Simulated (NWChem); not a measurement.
System: CH$_{2}$N, doublet; SMILES C=[N]

The following NWChem deck was run.

```
start job
memory heap 200 mb stack 900 mb global 1100 mb
geometry units angstroms noautosym nocenter noautoz
  C      0.000000     0.000000     0.501291
  N      0.000000     0.000000    -0.749409
  H      0.000000    -0.947957     1.098623
  H      0.000000     0.947957     1.098623
end
basis spherical
  * library iglo-iii
end
dft
  odft
  mult 2
  xc bhlyp
  iterations 150
end
property
  hyperfine
end
task dft property
```

In the optimisation the excess spin sits in b2 (C2v, its own frame). The geometry was optimised at PBE-D3(BJ)/def2-SVP, spin-unrestricted. No stability test was run on the SCF state.

Fermi-contact couplings, non-relativistic, static geometry.

Atoms are numbered as in the input.

Task: Give the results of this calculation. (BHandHLYP/IGLO-III, spin-unrestricted, contact and dipolar terms.) Quantities: A(iso) 13C atom 1 (MHz); A(iso) 14N atom 2 (MHz); A(iso) 1H atom 4 (MHz); <S²>.

Result: 
```json
{
  "A(iso) 13C atom 1 (MHz)": "-94.7",
  "A(iso) 14N atom 2 (MHz)": "34.6",
  "A(iso) 1H atom 4 (MHz)": "219",
  "<S²>": "0.774"
}
```
